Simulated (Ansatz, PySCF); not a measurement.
H₂BrF₂NSi (SMILES N[Si](F)(F)Br), singlet, at a GFN2-xTB geometry. Base run: CASSCF(4,4)/STO-3G (PySCF).

The PySCF input:
```python
from pyscf import gto, scf, mcscf
import numpy

mol = gto.Mole()
mol.atom = '''
    N     2.061085    0.103192    0.714862
    Si    0.426382    0.474563    0.481255
    F    -0.309245    0.483487    1.884737
    F     0.306158    1.943661   -0.100368
    Br   -0.727582   -0.824745   -0.832212
    H     2.346388   -0.650857    1.313927
    H     2.749823    0.306379    0.012565
'''
mol.basis = 'sto-3g'
mol.charge = 0
mol.spin = 0
mol.verbose = 4
mol.build()

mf = scf.RHF(mol)
mf.kernel()
mc = mcscf.CASSCF(mf, 4, 4)
mc.fix_spin_(ss=0.0)
mc.kernel()
occ = numpy.linalg.eigvalsh(mc.fcisolver.make_rdm1(mc.ci, mc.ncas, mc.nelecas))[::-1]
ss = mc.fcisolver.spin_square(mc.ci, mc.ncas, mc.nelecas)[0]
print('natural occupations', occ.round(4), ' <S^2>', round(ss, 4))
```

Programs used: Ansatz (an electronic-structure program), PySCF; a row that names a program was run with it.

Variants of this job, named by their change:

```tsv
change	ΔE vs base (kcal/mol)	natural occupations	<S^2> of the state
base	0.000	1.99 1.98 0.02 0.01	0.00
solver = newton	6.38	1.99 1.99 0.01 0.01	0.00
active space = 6 electrons, 5 orbitals	-2.58	2.00 1.99 1.98 0.03 0.01	0.00
conv_tol = 1e-5	0.189	1.99 1.98 0.02 0.01	0.00
start = MP2 natural orbitals	-1.51	1.99 1.98 0.02 0.01	0.00
orbitals = fixed (CASCI)	13.86	2.00 2.00 0.00 0.00	0.00
active space = 4 electrons, 3 orbitals	8.89	2.00 1.99 0.02	0.00
orbitals = fixed (CASCI); correction = SC-NEVPT2	-53.92	2.00 2.00 0.00 0.00	0.00
active space = 8 electrons, 9 orbitals	-25.51	1.99 1.99 1.98 1.98 0.02 0.02 0.02 0.01 0.00	0.00
active space = 8 electrons, 6 orbitals	-3.30	2.00 2.00 1.99 1.98 0.03 0.01	0.00
code = ansatz; correction = SC-NEVPT2, all electrons	-59.30	-	-
```

Active orbitals are taken around the Fermi level unless the row says otherwise; CASSCF can end in different local minima, and two programs can end on different orbitals. State-averaged rows give the lowest state.
